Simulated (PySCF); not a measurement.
C₂H₆OSi, SMILES O=CC[SiH3], singlet (PBE0/def2-SVP optimised geometry):

```
10

O      1.473    -0.558     0.000
C      0.270    -0.558     0.000
C     -0.583     0.669     0.000
Si    -1.220     1.108     1.739
H     -0.301    -1.525     0.027
H     -1.473     0.518    -0.634
H      0.001     1.525    -0.374
H     -0.073     1.432     2.636
H     -2.127     2.289     1.633
H     -1.981    -0.045     2.307
```

Level of theory: PBE0/def2-TZVP in PySCF.

Q: What are the frontier orbital energies and the dipole moment?

A: HOMO-2 -9.86 eV, HOMO-1 -9.42 eV, HOMO -7.51 eV, LUMO -0.87 eV, LUMO+1 0.42 eV; dipole moment 2.76 D.

On the same geometry PBE/def2-TZVP (PySCF) gives HOMO-2 -8.50 eV, HOMO-1 -8.15 eV, HOMO -5.92 eV, LUMO -2.01 eV, LUMO+1 -0.39 eV; dipole moment 2.61 D.

Meta-Löwdin charges at PBE0/def2-TZVP: O1 -0.40, C2 0.29, C3 -0.49, Si4 0.49, H5 0.07, H6 0.14, H7 0.15, H8 -0.08, H9 -0.08, H10 -0.09.
